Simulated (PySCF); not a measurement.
## MF for M along the second period

PBE0 with triple-zeta basis sets in PySCF, for the lowest determinant that a PBE0 search found; no spin–orbit coupling. De refers to high-spin ground-configuration atoms. A positive dipole means M(−)F(+).

| M | basis | state (unpaired electrons) | Re (Å) | ωe (cm⁻¹) | De (eV) | μ (D) |
| --- | --- | --- | --- | --- | --- | --- |
| Li | x2c-TZVPPall | singlet (closed shell) | 1.565 | 922 | 5.61 | -6.18 |
| Be | x2c-TZVPPall | doublet (σ ↑) | 1.370 | 1236 | 5.91 | -1.18 |
| B | def2-TZVPP | singlet (closed shell) | 1.263 | 1416 | 7.78 | 1.01 |
| C | def2-TZVPP | doublet (π ↑) | 1.268 | 1339 | 5.84 | 0.80 |
| O | x2c-TZVPPall | doublet (π ↑) | 1.331 | 1168 | 2.35 | 0.05 |
| F | x2c-TZVPPall | singlet (closed shell) | 1.376 | 1100 | 1.53 | n/a |

The shortest bond is that of BF (1.263 Å), the longest that of LiF (1.565 Å). BF is bound most strongly (7.78 eV) and F2 least (1.53 eV).

The rows differ in basis set, which adds steps of its own.

The state changes along the series, so neighbouring rows are not always alike in their bonding.

States were picked by a PBE0 search and need not be the measured ground states.
